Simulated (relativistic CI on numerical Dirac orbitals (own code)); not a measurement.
Computed by Dirac-Coulomb-Breit CI, separate exchange-only KLI orbitals for each configuration, model QED, unscaled Slater integrals (own radial code, finite nucleus).

Configuration list (outside the closed core [Ar] 3d10): 4s2 4p4, 4s 4p5, 4p6, 4s2 4p3 4d, 4s 4p4 4d, 4s2 4p3 4f, 4s 4p4 4f, 4p5 4d, 4s 4p3 4d2, 4s2 4p3 5s, 4s2 4p2 4d 4f, 4p5 4f, 4s2 4p3 5p, 4p5 5s, 4s 4p4 5s, 4s 4p3 4d 5s, 4s2 4p3 5d, 4s 4p4 5p, 4s2 4p2 4f 5s, 4p4 4d 4f, 4s2 4p3 5f, 4s2 4p3 6s, 4s 4p3 4f2, 4s2 4p3 5g, 4s 4p4 5d, 4s2 4p3 6p, 4s2 4p3 6d, 4s2 4p2 4d2, 4s2 4p 4d3, 4s 4p2 4d3, 4s2 4p 4d2 4f, 4s 4p2 4d2 4f, 4s2 4p 4d2 5s, 4p4 4d2, 4p3 4d3, 4p3 4d2 4f, 4p3 4d2 5s, 4s2 4p2 4d 5s, 4s 4p2 4d2 5s, 4s2 4p 4d 4f 5s, 4s 4p2 4d 4f 5s, 4s2 4p 4d 5s2, 4s2 4p2 5s2, 4s 4p2 4d 5s2, 4s2 4p 4f 5s2, 4s 4p2 4f 5s2, 4p4 4d 5s, 4p3 4d 4f 5s, 4p3 4d 5s2. Double excitations out of closed p, d and f shells are left out; levels of such configurations are missing from the list, as are those of other unlisted configurations, and high levels can miss mixing partners. These lack a partner that the ground configuration has and come out too high: 4s2 4p3 5p, 4s2 4p3 5d, 4s 4p4 5p, 4s2 4p3 5f, 4s2 4p3 6s.

At this charge energies of transitions that change n are usually good to better than 1 %, and those within a shell (Δn = 0) to a few per cent.

Outline of the computed level scheme of In XVI. Lowest level of each configuration: 4s2 4p4 3P_2 at 0.0000 eV; 4s 4p5 3P°_2 at 47.8859 eV; 4s2 4p3 4d 5D°_2 at 64.9778 eV.

Some strong electric-dipole decays among the lowest 45 levels: 4s2 4p3 4d 3D°_3 → 4s2 4p4 3P_2 (3.7e+11 s⁻¹); 4s2 4p3 4d 3P°_0 → 4s2 4p4 3P_1 (3.5e+11 s⁻¹); 4s2 4p3 4d 3D°_1 → 4s2 4p4 3P_1 (2.6e+11 s⁻¹); 4s2 4p3 4d 3P°_1 → 4s2 4p4 3P_0 (2.3e+11 s⁻¹); 4s2 4p3 4d 3P°_2 → 4s2 4p4 3P_2 (2.2e+11 s⁻¹); 4s2 4p3 4d 3P°_1 → 4s2 4p4 3P_2 (2.2e+11 s⁻¹); 4s2 4p3 4d 3D°_2 → 4s2 4p4 3P_1 (2.1e+11 s⁻¹); 4s2 4p3 4d 1D°_2 → 4s2 4p4 1D_2 (1.9e+11 s⁻¹).

LS names give the leading component of a level, which can be under half, so a name can repeat, a term be missing and a line seem to break the LS rules.
